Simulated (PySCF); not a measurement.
Cl₄SW, triplet, geometry from GFN2-xTB (such geometries of metal compounds can be far from the true shape) (the multiplicity is a formal guess) (core potentials on W); DF-M062X/def2-SVP in PySCF.

Here is a job for PySCF.
```python
from pyscf import gto, scf, dft

mol = gto.M(
    atom='''
W     0.00037218   -0.00016050    0.00039474
S     1.59769516   -0.68898674    1.69456177
Cl   -1.52008681    0.65551908   -1.61224811
Cl    0.33502183    2.12108283    0.55724884
Cl    1.25839237   -0.94869325   -1.56146984
Cl   -1.57866055   -1.17875192    1.01986914
''',
    basis='def2-svp',
    ecp={'W': 'def2-svp'},
    spin=2,
    verbose=4,
)

mf = dft.UKS(mol)
mf.xc = 'm062x'
mf.conv_tol = 1e-12
mf = mf.density_fit(auxbasis='def2-universal-jkfit')
mf.kernel()
mf.analyze()
```

The log (banner, timings and long lists left out):

```
PySCF version 2.14.0

[INPUT] verbose = 4
[INPUT] num. atoms = 6
[INPUT] num. electrons = 98
[INPUT] charge = 0
[INPUT] spin (= nelec alpha-beta = 2S) = 2
[INPUT] symmetry False subgroup None
[INPUT] Mole.unit = angstrom
[INPUT] Symbol           X                Y                Z      unit          X                Y                Z       unit  Magmom
[...]
nuclear repulsion = 697.858291638669
number of shells = 52
number of NR pGTOs = 237
number of NR cGTOs = 122
basis = def2-svp
ecp = {'W': 'def2-svp'}

******** <class 'pyscf.df.df_jk.DFUKS'> ********
method = DFUKS
initial guess = minao
damping factor = 0
level_shift factor = 0
DIIS = <class 'pyscf.scf.diis.CDIIS'>
diis_start_cycle = 1
diis_space = 8
diis_damp = 0
SCF conv_tol = 1e-12
SCF conv_tol_grad = None
SCF max_cycles = 50
direct_scf = False
number electrons alpha = 50  beta = 48
XC library pyscf.dft.libxc version 7.1.2
    S. Lehtola, C. Steigemann, M. J. T. Oliveira, and M. A. L. Marques,  SoftwareX 7, 1–5 (2018)
XC functionals = m062x
    Y. Zhao and D. G. Truhlar,  Theor. Chem. Acc. 120, 215 (2008)
    Y. Zhao and D. G. Truhlar,  Theor. Chem. Acc. 120, 215 (2008)
radial grids:
    Treutler-Ahlrichs [JCP 102, 346 (1995); DOI:10.1063/1.469408] (M4) radial grids

becke partition: Becke, JCP 88, 2547 (1988); DOI:10.1063/1.454033
pruning grids: <function nwchem_prune>
grids dens level: 3
symmetrized grids: False
atomic radii adjust function: <function treutler_atomic_radii_adjust>
small_rho_cutoff = 0
Set gradient conv threshold to 1e-06
tot grids = 118712
******** <class 'pyscf.df.df.DF'> ********
auxbasis = def2-universal-jkfit
init E= -2292.83916755515

cycle= 1 E= -2305.24755168918  delta_E= -12.4  |g|= 0.416  |ddm|= 5.36
cycle= 2 E= -2305.04078853164  delta_E= 0.207  |g|= 0.772  |ddm|= 1.14
cycle= 3 E= -2305.31833439747  delta_E= -0.278  |g|= 0.148  |ddm|= 0.793
cycle= 4 E= -2305.32951776551  delta_E= -0.0112  |g|= 0.0318  |ddm|= 0.194
cycle= 5 E= -2305.3304142995  delta_E= -0.000897  |g|= 0.0174  |ddm|= 0.0733
cycle= 6 E= -2305.33078250899  delta_E= -0.000368  |g|= 0.00606  |ddm|= 0.0349
cycle= 7 E= -2305.33105494432  delta_E= -0.000272  |g|= 0.00434  |ddm|= 0.0421
cycle= 8 E= -2305.33125109862  delta_E= -0.000196  |g|= 0.00397  |ddm|= 0.0356
cycle= 9 E= -2305.33150811412  delta_E= -0.000257  |g|= 0.00335  |ddm|= 0.0527
cycle= 10 E= -2305.33189393328  delta_E= -0.000386  |g|= 0.00251  |ddm|= 0.104
cycle= 11 E= -2305.33211194288  delta_E= -0.000218  |g|= 0.00175  |ddm|= 0.107
cycle= 12 E= -2305.33212606051  delta_E= -1.41e-05  |g|= 0.00119  |ddm|= 0.0106
cycle= 13 E= -2305.33215374522  delta_E= -2.77e-05  |g|= 0.00104  |ddm|= 0.0411
cycle= 14 E= -2305.3321589218  delta_E= -5.18e-06  |g|= 0.000415  |ddm|= 0.0105
cycle= 15 E= -2305.33216055711  delta_E= -1.64e-06  |g|= 0.000292  |ddm|= 0.00673
cycle= 16 E= -2305.33216144421  delta_E= -8.87e-07  |g|= 0.000196  |ddm|= 0.0054
cycle= 17 E= -2305.33216165667  delta_E= -2.12e-07  |g|= 7.41e-05  |ddm|= 0.00302
cycle= 18 E= -2305.3321616973  delta_E= -4.06e-08  |g|= 4.6e-05  |ddm|= 0.000982
cycle= 19 E= -2305.33216171608  delta_E= -1.88e-08  |g|= 3.44e-05  |ddm|= 0.000447
cycle= 20 E= -2305.33216172907  delta_E= -1.3e-08  |g|= 3.19e-05  |ddm|= 0.000303
cycle= 21 E= -2305.33216173786  delta_E= -8.78e-09  |g|= 2.92e-05  |ddm|= 0.000205
cycle= 22 E= -2305.332161753  delta_E= -1.51e-08  |g|= 2.87e-05  |ddm|= 0.000349
cycle= 23 E= -2305.33216176521  delta_E= -1.22e-08  |g|= 2.87e-05  |ddm|= 0.000295
cycle= 24 E= -2305.33216177464  delta_E= -9.43e-09  |g|= 2.86e-05  |ddm|= 0.000228
cycle= 25 E= -2305.33216178907  delta_E= -1.44e-08  |g|= 2.86e-05  |ddm|= 0.000356
cycle= 26 E= -2305.33216180941  delta_E= -2.03e-08  |g|= 2.85e-05  |ddm|= 0.000501
cycle= 27 E= -2305.33216183482  delta_E= -2.54e-08  |g|= 2.85e-05  |ddm|= 0.000631
cycle= 28 E= -2305.33216189882  delta_E= -6.4e-08  |g|= 2.84e-05  |ddm|= 0.00159
cycle= 29 E= -2305.33216205063  delta_E= -1.52e-07  |g|= 2.82e-05  |ddm|= 0.0038
cycle= 30 E= -2305.33216234714  delta_E= -2.97e-07  |g|= 2.81e-05  |ddm|= 0.00754
cycle= 31 E= -2305.33216240175  delta_E= -5.46e-08  |g|= 2.78e-05  |ddm|= 0.00141
cycle= 32 E= -2305.33216276349  delta_E= -3.62e-07  |g|= 2.79e-05  |ddm|= 0.00948
cycle= 33 E= -2305.33216341483  delta_E= -6.51e-07  |g|= 3.16e-05  |ddm|= 0.0178
cycle= 34 E= -2305.33216340103  delta_E= 1.38e-08  |g|= 2.97e-05  |ddm|= 0.000388
cycle= 35 E= -2305.33216446882  delta_E= -1.07e-06  |g|= 8.3e-05  |ddm|= 0.0317
cycle= 36 E= -2305.33216452313  delta_E= -5.43e-08  |g|= 8.26e-05  |ddm|= 0.00171
cycle= 37 E= -2305.33216445958  delta_E= 6.36e-08  |g|= 6.73e-05  |ddm|= 0.00207
cycle= 38 E= -2305.33216477072  delta_E= -3.11e-07  |g|= 8.4e-05  |ddm|= 0.01
cycle= 39 E= -2305.33216605416  delta_E= -1.28e-06  |g|= 0.000251  |ddm|= 0.049
cycle= 40 E= -2305.33216491826  delta_E= 1.14e-06  |g|= 3.8e-05  |ddm|= 0.0443
cycle= 41 E= -2305.33216568366  delta_E= -7.65e-07  |g|= 2.4e-05  |ddm|= 0.027
cycle= 42 E= -2305.33216692091  delta_E= -1.24e-06  |g|= 0.000319  |ddm|= 0.061
cycle= 43 E= -2305.33216605728  delta_E= 8.64e-07  |g|= 4.4e-05  |ddm|= 0.0462
cycle= 44 E= -2305.33216686537  delta_E= -8.08e-07  |g|= 9.06e-05  |ddm|= 0.0377
cycle= 45 E= -2305.33216704783  delta_E= -1.82e-07  |g|= 9.22e-05  |ddm|= 0.0102
cycle= 46 E= -2305.33216693176  delta_E= 1.16e-07  |g|= 2.06e-05  |ddm|= 0.00702
cycle= 47 E= -2305.33216714098  delta_E= -2.09e-07  |g|= 2.36e-05  |ddm|= 0.0121
cycle= 48 E= -2305.33216744418  delta_E= -3.03e-07  |g|= 0.000101  |ddm|= 0.0213
cycle= 49 E= -2305.33216728935  delta_E= 1.55e-07  |g|= 3e-05  |ddm|= 0.0119
cycle= 50 E= -2305.3321675599  delta_E= -2.71e-07  |g|= 1.11e-05  |ddm|= 0.0202
SCF not converged.
SCF energy = -2305.3321675599 after 50 cycles  <S^2> = 2.0088518  2S+1 = 3.0058954
**** SCF Summaries ****
Total Energy =                       -2305.332167559904519
Nuclear Repulsion Energy =             697.858291638669243
One-electron Energy =                -4594.863477323202460
Two-electron Energy =                 1591.673018124628470
Two-electron Coulomb Energy =         1737.819600589619540
DFT Exchange-Correlation Energy =     -146.146582464991070
**** MO energy ****
                             alpha | beta                alpha | beta
[...]
spin_pop of  0 W 5s        0.00010
spin_pop of  0 W 6s        0.00855
spin_pop of  0 W 7s        0.00162
spin_pop of  0 W 8s        0.00113
spin_pop of  0 W 9s        0.00008
spin_pop of  0 W 10s       -0.00012
spin_pop of  0 W 5px       0.00412
spin_pop of  0 W 5py      -0.00030
spin_pop of  0 W 5pz       0.00594
spin_pop of  0 W 6px      -0.00220
spin_pop of  0 W 6py      -0.00151
spin_pop of  0 W 6pz      -0.00262
spin_pop of  0 W 7px      -0.00075
spin_pop of  0 W 7py      -0.00065
spin_pop of  0 W 7pz      -0.00062
spin_pop of  0 W 5dxy      0.61397
spin_pop of  0 W 5dyz      0.01707
spin_pop of  0 W 5dz^2     0.09603
spin_pop of  0 W 5dxz      0.10620
spin_pop of  0 W 5dx2-y2    0.01585
spin_pop of  0 W 6dxy      0.04591
spin_pop of  0 W 6dyz      0.00041
spin_pop of  0 W 6dz^2     0.00864
spin_pop of  0 W 6dxz      0.01193
spin_pop of  0 W 6dx2-y2    0.00100
spin_pop of  0 W 5f-3     -0.00002
spin_pop of  0 W 5f-2      0.00008
spin_pop of  0 W 5f-1      0.00062
spin_pop of  0 W 5f+0     -0.00027
spin_pop of  0 W 5f+1     -0.00004
spin_pop of  0 W 5f+2     -0.00000
spin_pop of  0 W 5f+3      0.00039
spin_pop of  1 S 1s       -0.00000
spin_pop of  1 S 2s        0.00001
spin_pop of  1 S 3s        0.00275
spin_pop of  1 S 4s        0.00026
spin_pop of  1 S 2px       0.00004
spin_pop of  1 S 2py       0.00001
spin_pop of  1 S 2pz       0.00005
spin_pop of  1 S 3px       0.38737
spin_pop of  1 S 3py       0.09474
spin_pop of  1 S 3pz       0.50031
spin_pop of  1 S 4px       0.00387
spin_pop of  1 S 4py      -0.00050
spin_pop of  1 S 4pz       0.00427
spin_pop of  1 S 3dxy      0.00151
spin_pop of  1 S 3dyz     -0.00009
spin_pop of  1 S 3dz^2     0.00556
spin_pop of  1 S 3dxz     -0.00001
spin_pop of  1 S 3dx2-y2    0.00117
spin_pop of  2 Cl 1s        0.00000
spin_pop of  2 Cl 2s        0.00000
spin_pop of  2 Cl 3s        0.00003
spin_pop of  2 Cl 4s        0.00007
spin_pop of  2 Cl 2px       0.00000
spin_pop of  2 Cl 2py      -0.00000
spin_pop of  2 Cl 2pz       0.00000
spin_pop of  2 Cl 3px       0.00419
spin_pop of  2 Cl 3py      -0.00802
spin_pop of  2 Cl 3pz       0.00824
spin_pop of  2 Cl 4px       0.00402
spin_pop of  2 Cl 4py       0.00057
spin_pop of  2 Cl 4pz       0.00432
spin_pop of  2 Cl 3dxy      0.00047
spin_pop of  2 Cl 3dyz      0.00004
spin_pop of  2 Cl 3dz^2     0.00333
spin_pop of  2 Cl 3dxz      0.00008
spin_pop of  2 Cl 3dx2-y2    0.00055
spin_pop of  3 Cl 1s        0.00000
spin_pop of  3 Cl 2s       -0.00000
spin_pop of  3 Cl 3s        0.00010
spin_pop of  3 Cl 4s        0.00012
spin_pop of  3 Cl 2px      -0.00000
spin_pop of  3 Cl 2py      -0.00000
spin_pop of  3 Cl 2pz       0.00000
spin_pop of  3 Cl 3px      -0.00588
spin_pop of  3 Cl 3py      -0.00827
spin_pop of  3 Cl 3pz       0.00420
spin_pop of  3 Cl 4px       0.00009
spin_pop of  3 Cl 4py       0.00001
spin_pop of  3 Cl 4pz       0.00104
spin_pop of  3 Cl 3dxy      0.00004
spin_pop of  3 Cl 3dyz      0.00066
spin_pop of  3 Cl 3dz^2     0.00032
spin_pop of  3 Cl 3dxz      0.00009
spin_pop of  3 Cl 3dx2-y2    0.00061
spin_pop of  4 Cl 1s        0.00000
spin_pop of  4 Cl 2s       -0.00000
spin_pop of  4 Cl 3s        0.00055
spin_pop of  4 Cl 4s        0.00010
spin_pop of  4 Cl 2px       0.00000
spin_pop of  4 Cl 2py      -0.00000
spin_pop of  4 Cl 2pz       0.00000
spin_pop of  4 Cl 3px       0.01739
spin_pop of  4 Cl 3py      -0.00471
spin_pop of  4 Cl 3pz       0.01965
spin_pop of  4 Cl 4px       0.00409
spin_pop of  4 Cl 4py       0.00063
spin_pop of  4 Cl 4pz       0.00415
spin_pop of  4 Cl 3dxy      0.00145
spin_pop of  4 Cl 3dyz      0.00014
spin_pop of  4 Cl 3dz^2     0.00352
spin_pop of  4 Cl 3dxz      0.00013
spin_pop of  4 Cl 3dx2-y2    0.00031
spin_pop of  5 Cl 1s        0.00000
spin_pop of  5 Cl 2s       -0.00000
spin_pop of  5 Cl 3s        0.00022
spin_pop of  5 Cl 4s        0.00006
spin_pop of  5 Cl 2px      -0.00000
spin_pop of  5 Cl 2py      -0.00000
spin_pop of  5 Cl 2pz       0.00000
spin_pop of  5 Cl 3px       0.00018
spin_pop of  5 Cl 3py      -0.01030
spin_pop of  5 Cl 3pz       0.01191
spin_pop of  5 Cl 4px       0.00140
spin_pop of  5 Cl 4py       0.00023
spin_pop of  5 Cl 4pz       0.00282
spin_pop of  5 Cl 3dxy      0.00058
spin_pop of  5 Cl 3dyz      0.00132
spin_pop of  5 Cl 3dz^2     0.00013
spin_pop of  5 Cl 3dxz      0.00032
spin_pop of  5 Cl 3dx2-y2    0.00081
In total            50.00000 | 48.00000
Dipole moment(X, Y, Z, Debye):  0.35779, -0.04611,  0.59970
```

The run did not converge; its last values are not results.
